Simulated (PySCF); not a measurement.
## BSI, singlet: structure and spectrum

Computed with PBE0/[B def2-TZVP, S def2-TZVP, I def2-TZVP with ECP28], scalar-relativistic core potentials, density fitting, no spin–orbit coupling, PySCF.

The structure is a minimum.

| Property | Result |
| --- | --- |
| Point group | C∞v |
| Bond lengths | B–I 2.038 Å, B–S 1.606 Å |
| Bond angles | I–B–S 180.0° |
| Principal polarisabilities | 44.2, 44.2, 101.4 bohr³ |
| Zero-point energy | 13.5 kJ/mol |
| Atomisation energy without zero-point energy | 968 kJ/mol |
| Dipole moment | 2.13 D |
| Entropy at 298.15 K and 1 bar | 268.8 J/(mol K) |
| Rotational symmetry number | 1 |
| Rotational constants | 0.04725 cm⁻¹ |
| Enthalpy at 298.15 K above 0 K | 11.99 kJ/mol |
| Principal quadrupole moments (Buckingham, traceless) about the centre of mass | -0.75, 0.37, 0.37 D Å |
| Lowest empty level | -1.24 eV |
| Highest occupied level | -7.99 eV |
| Heat capacity Cp at 298.15 K | 50.5 J/(mol K) |

Harmonic modes (masses in u: B 11.009, S 31.972, I 126.904):
```
symmetry  ω (cm⁻¹)  IR (km/mol, summed over degenerate members)  μ (u)
       π       274                                          0.1  11.92
      σ+       364                                          1.6  31.65
      σ+      1350                                          364  12.39
```

In C∞v the vibrations span π + 2σ+.

Charges (e):
| atom | Mulliken | Löwdin | polar tensor | Mayer order to B1 |
| --- | --- | --- | --- | --- |
| B1 | -0.10 | -1.24 | 0.63 | – |
| S2 | -0.08 | 0.60 | -0.49 | 2.44 |
| I3 | 0.18 | 0.64 | -0.15 | 1.40 |

Mulliken populations on B1: s 3.05, p 1.88, d 0.15, f 0.02.

Outer orbital energies (eV). occupied: -20.97, -20.20, -12.63, -10.60, -9.43, -9.43, -7.99, -7.99; empty: -1.24, -1.24, -0.51, 1.28.

Counting electrons, boron keeps none of its valence electrons outside its bonds, so the VSEPR class is AX2 and the expected shape is linear; with unlike ligands the computed point group is C∞v.

This need not be the most stable arrangement of these atoms.

The final relaxation and frequency run took 40 s on 2 threads of a shared Arm Neoverse V1 host, with 118 basis functions and 8 gradients; the process peaked at 1.1 GiB. Launch command: `OMP_NUM_THREADS=2 python axn.py task.json out`.
